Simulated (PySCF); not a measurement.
A calculated (revPBE, PySCF 2.14, def2-TZVPPD, the non-relativistic Hamiltonian (point nucleus)) atom or ion has these occupied shells.

```csv
shell,electrons,orbital energy (eV),"rms radius, mean of both spins (bohr)"
1s α,1,-10805.7,0.0554
1s β,1,-10805.6,0.0554
2s α,1,-1338.3,0.232
2s β,1,-1338.3,0.232
2p α,3,-1191.6,0.205
2p β,3,-1191.5,0.205
3s α,1,-162.85,0.681
3s β,1,-162.79,0.681
3p α,3,-114.22,0.706
3p β,3,-114.15,0.706
3d α,5,-29.951,0.829
3d β,5,-29.817,0.829
4s α,1,-11.667,2.32
4s β,1,-10.213,2.32
4p α,2,-4.296,3.04
```

Q: Name the element and its charge.

A: Ge (germanium, neutral), in [Ar] 3d10 4s2 4p2, high-spin 3P determinant.
